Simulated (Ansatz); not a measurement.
Computed with Ansatz.

BFH5NOSSi, SMILES `O[SiH](F)NBS` at its PBE0-D4/def2-TZVP geometry, where that method's forces vanish. Charge 0, multiplicity 1.

```
atom   x (Å)   y (Å)   z (Å)
  O1   0.188  -2.139  -0.733
 Si2  -0.317  -0.721  -1.338
  F3   0.373  -0.387  -2.736
  N4   0.118   0.610  -0.331
  B5  -0.068   0.674   1.064
  S6   0.397   2.160   1.982
  H7   1.073  -2.199  -0.369
  H8  -1.760  -0.873  -1.570
  H9   0.494   1.421  -0.805
 H10  -0.531  -0.261   1.644
 H11   0.032   1.714   3.192
```

**Question.** For each bond, give half the difference of the two atoms' forces along it (eV/Å; positive pushes the atoms apart) under PBE-D4, r2SCAN-D4, B3LYP-D4, ωB97M-V in def2-TZVPP. (Estimate.)

**Answer.** The calculation gave: 
```
  bond  length (Å)  PBE-D4  r2SCAN-D4  B3LYP-D4  ωB97M-V
O1–Si2       1.622    0.22       0.03      0.12     0.11
 O1–H7       0.959    0.32       0.01     -0.02    -0.07
Si2–F3       1.594    0.45       0.04      0.17     0.15
Si2–N4       1.725    0.01      -0.02      0.04     0.02
Si2–H8       1.469   -0.05      -0.05     -0.18    -0.24
 N4–B5       1.409    0.08       0.10      0.04     0.10
 N4–H9       1.012    0.18       0.00     -0.02    -0.05
 B5–S6       1.807    0.04       0.05      0.13     0.09
B5–H10       1.194   -0.01      -0.08     -0.17    -0.17
S6–H11       1.340    0.25       0.00     -0.03    -0.11
```

B3LYP here is the variant with VWN-RPA as its local correlation; programs differ in this.
